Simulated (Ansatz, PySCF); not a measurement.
Si(Cl)(I)2(Me) (CH3ClI2Si), SMILES C[Si](Cl)(I)I.

The structure is a stationary point at PBE0-D3(BJ)/def2-SVP. The def2 effective core potentials stand for the cores of I; spin–orbit coupling is left out.

Vertical ionisation energy (IE) and electron affinity (EA) in eV. Rows of orbital energies are one-electron estimates. Where ΔSCF, EOM or ADC give a negative EA the extra electron is unbound and the value depends on the basis.

```
level                                                                  IE    EA
-------------------------------------------------------------------  ----  ----
−ε(HOMO), −ε(LUMO), r2SCAN/def2-TZVP (PySCF)                         6.83  2.06
−ε(HOMO), −ε(LUMO), PBE/def2-TZVP (PySCF)                            6.52  2.29
ΔSCF, PBE0/def2-SVPD (Ansatz), final states of multiplicity 2 and 2  9.47  0.20
ΔSCF, PBE/def2-SVPD (Ansatz), final states of multiplicity 2 and 2   9.11  0.30
```

Q: What vertical singlet–triplet gap does ΔSCF give with PBE0/def2-SVPD (Ansatz, an electronic-structure program) and with PBE/def2-SVPD (Ansatz)? (An estimate is asked for; the answer gives what the named calculation found.)

A: 4.51 and 4.16 eV (triplet above singlet where positive).
